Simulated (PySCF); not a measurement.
Job file and geometry (Å, from GFN2-xTB) of an NMR shielding run on `FC(F)(F)[C@@H]1[SiH2]O[Si@@H]1O[SiH3]`, C2H7F3O2Si3, PySCF, GIAO PBE0/pcSseg-1 NMR shielding, non-relativistic, gas phase; density fitting, a coarse starting grid and PySCF grid level 2 are the driver's defaults:

```
$ OMP_NUM_THREADS=1 python probes_run.py task.json out

{"job": {"kind": "nmr", "xc": "PBE0", "basis": "pcSseg-1"}, "charge": 0, "multiplicity": 1}
F     -2.692547     1.172793     0.990324
C     -1.393824     0.984875     0.653188
F     -0.801241     0.546728     1.783876
F     -0.900523     2.227883     0.451093
C     -1.217640     0.074630    -0.497842
Si    -1.383428    -1.804274    -0.093777
O      0.200176    -1.961805    -0.558812
Si     0.594107    -0.395681    -0.954936
O      1.742052     0.202794    -0.029214
Si     2.465842     0.752863     1.339525
H     -1.828568     0.457388    -1.312384
H     -1.523892    -2.145402     1.308974
H     -2.233290    -2.497206    -1.047661
H      0.985413    -0.275811    -2.340277
H      3.883356     0.559395     1.042442
H      2.009348    -0.046203     2.472058
H      2.087661     2.159064     1.432976
```

Q: What does the program print?

A: 
```
coarse grid: 16816 points
cycle   1  E = -1397.6606747379  dE =  1.627e+00  |g| = 1.350e+00  |ddm| = 3.913e+00
cycle   2  E = -1397.1561633847  dE =  5.045e-01  |g| = 2.163e+00  |ddm| = 2.539e+00
cycle   3  E = -1397.9657143194  dE = -8.096e-01  |g| = 1.897e-01  |ddm| = 1.879e+00
cycle   4  E = -1397.9721222733  dE = -6.408e-03  |g| = 8.426e-02  |ddm| = 2.168e-01
cycle   5  E = -1397.9734442530  dE = -1.322e-03  |g| = 1.727e-02  |ddm| = 6.261e-02
cycle   6  E = -1397.9734908726  dE = -4.662e-05  |g| = 6.395e-03  |ddm| = 1.679e-02
cycle   7  E = -1397.9734982641  dE = -7.392e-06  |g| = 1.165e-03  |ddm| = 5.875e-03
final grid: 153032 points
cycle   8  E = -1398.0696757063  dE = -3.231e-05  |g| = 1.170e-02  |ddm| = 2.213e-02
cycle   9  E = -1398.0696377710  dE =  3.794e-05  |g| = 1.870e-02  |ddm| = 2.044e-02
cycle  10  E = -1398.0696995833  dE = -6.181e-05  |g| = 5.960e-04  |ddm| = 1.303e-02
cycle  11  E = -1398.0696996268  dE = -4.350e-08  |g| = 3.762e-04  |ddm| = 8.272e-04
cycle  12  E = -1398.0696996510  dE = -2.415e-08  |g| = 8.189e-05  |ddm| = 3.217e-04
cycle  13  E = -1398.0696996519  dE = -9.863e-10  |g| = 2.583e-05  |ddm| = 7.603e-05
converged SCF energy = -1398.0696996519

GIAO shielding tensors (ppm)
atom      isotropic    diamagn.    paramagn.     s11        s22        s33       span
  0 F      227.024     472.441    -245.417    140.748    204.411    335.912    195.165
  1 C       48.787     240.348    -191.561     39.923     47.160     59.278     19.355
  2 F      242.870     479.022    -236.152    151.801    244.044    332.764    180.963
  3 F      231.330     476.794    -245.464    139.817    218.052    336.121    196.305
  4 C      144.892     266.785    -121.893    108.334    155.571    170.771     62.437
  5 Si     360.253     881.254    -521.001    318.513    355.364    406.883     88.370
  6 O      213.448     398.954    -185.506    103.850    257.657    278.836    174.986
  7 Si     383.770     881.576    -497.806    365.823    384.738    400.749     34.926
  8 O      277.814     400.442    -122.628    228.158    275.221    330.063    101.905
  9 Si     385.412     879.645    -494.233    352.868    357.066    446.301     93.433
 10 H       29.106      32.585      -3.479     25.886     29.048     32.384      6.498
 11 H       26.118      30.109      -3.991     23.304     24.346     30.704      7.399
 12 H       26.334      29.207      -2.873     23.037     24.018     31.947      8.910
 13 H       26.633      29.721      -3.088     22.571     24.088     33.240     10.669
 14 H       26.473      28.052      -1.579     22.617     24.663     32.140      9.522
 15 H       26.358      30.251      -3.893     22.843     25.655     30.576      7.734
 16 H       26.409      29.875      -3.466     22.672     25.771     30.784      8.112
```

Size and cost of the density-fitted run: 226 basis functions, 51 s wall time on 1 thread of an Arm Neoverse V2, shared host; peak memory 1.1 GiB.
